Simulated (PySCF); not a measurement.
Working out the ionisation energy of Br²⁺

Br²⁺ [Ar] 3d10 4s2 4p3 (4S) → Br³⁺ [Ar] 3d10 4s2 4p2 (3P). Computed with PySCF 2.14 in x2c-TZVPPall (6s5p4d1f, 48 functions), with the spin-free X2C one-electron Hamiltonian (Gaussian nucleus). Frozen: [Ar] 3d10. Energies in hartree (1 hartree = 27.21139 eV):

```
            part  Br²⁺ (lower)  Br³⁺ (upper)
             UHF  -2603.276631  -2602.003215
CCSD correlation     -0.093550     -0.075688
             (T)     -0.002338     -0.001393
```

Question: What does Hartree-Fock give?

Answer: (-2602.003215) − (-2603.276631) = 1.273416 hartree = 34.651 eV.

Question: What do CCSD and CCSD(T) give?

Answer: The CCSD correlation energies differ by 0.017862 hartree = 0.486 eV and the triples by 0.000945 hartree = 0.026 eV, so CCSD gives 35.137 eV and CCSD(T) 35.163 eV.

A first-order spin-orbit estimate adds -0.424 eV to CCSD(T) (valence), giving 34.739 eV against 34.871 ± 0.019 eV (measured; NIST Atomic Spectra Database, ionization energies).

What remains against the reference includes basis incompleteness, the frozen core and higher excitations.
